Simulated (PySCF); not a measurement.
**Spinor energies of Sc²⁺ (scandium, charge +2)**

Start: [Ar] 3d1; 3d3/2 filled at m_j = +3/2. Calculated with PySCF 2.14 in x2c-TZVPPall-2c: generalised Hartree-Fock with the X2C-1e Hamiltonian and a Gaussian nucleus; one run each with spin-orbit coupling (SO) switched off, then screened by Boettger's factors.

```json
{"spinor shell": "1s1/2", "electrons": "2", "ε, spin-free (eV)": "-4554.8", "ε, screened SO (eV)": "-4554.8", "weight of nominal j (screened SO)": "1.000", "rms radius, screened SO (bohr)": "0.0844"}
{"spinor shell": "2s1/2", "electrons": "2", "ε, spin-free (eV)": "-539.29", "ε, screened SO (eV)": "-539.27", "weight of nominal j (screened SO)": "1.000", "rms radius, screened SO (bohr)": "0.370"}
{"spinor shell": "2p1/2", "electrons": "2", "ε, spin-free (eV)": "-442.03", "ε, screened SO (eV)": "-445.38", "weight of nominal j (screened SO)": "1.000", "rms radius, screened SO (bohr)": "0.338"}
{"spinor shell": "2p3/2", "electrons": "4", "ε, spin-free (eV)": "-442.03", "ε, screened SO (eV)": "-440.36", "weight of nominal j (screened SO)": "1.000", "rms radius, screened SO (bohr)": "0.340"}
{"spinor shell": "3s1/2", "electrons": "2", "ε, spin-free (eV)": "-85.510", "ε, screened SO (eV)": "-85.502", "weight of nominal j (screened SO)": "1.000", "rms radius, screened SO (bohr)": "1.15"}
{"spinor shell": "3p1/2", "electrons": "2", "ε, spin-free (eV)": "-57.999", "ε, screened SO (eV)": "-59.079", "weight of nominal j (screened SO)": "0.963", "rms radius, screened SO (bohr)": "1.26"}
{"spinor shell": "3p3/2", "electrons": "4", "ε, spin-free (eV)": "-57.999", "ε, screened SO (eV)": "-57.451", "weight of nominal j (screened SO)": "0.982", "rms radius, screened SO (bohr)": "1.27"}
{"spinor shell": "3d3/2", "electrons": "1", "ε, spin-free (eV)": "-24.537", "ε, screened SO (eV)": "-24.552", "weight of nominal j (screened SO)": "0.949", "rms radius, screened SO (bohr)": "1.74"}
```

| quantity | spin-free | screened SO |
| --- | --- | --- |
| E (hartree) | -762.62577 | -762.63091 |
| M_J | 3/2 | 3/2 |
| ⟨J²⟩ | 4.330 | 4.009 |
| ⟨L²⟩ | 6.006 | 6.006 |
| ⟨S²⟩ | 0.751 | 0.752 |

Each row is a mean over spinors that exchange with the open shell spreads, by up to 3.675 eV (3p1/2).

⟨J²⟩ departs a little from M_J(M_J + 1) because the unrestricted spinors polarise the closed shells.

Without spin-orbit coupling the j labels of p, d and f shells carry no meaning; the spin-free column gives the mean over the occupied spinors of each nl shell, and its ⟨J²⟩ belongs to a mixture of degenerate components.
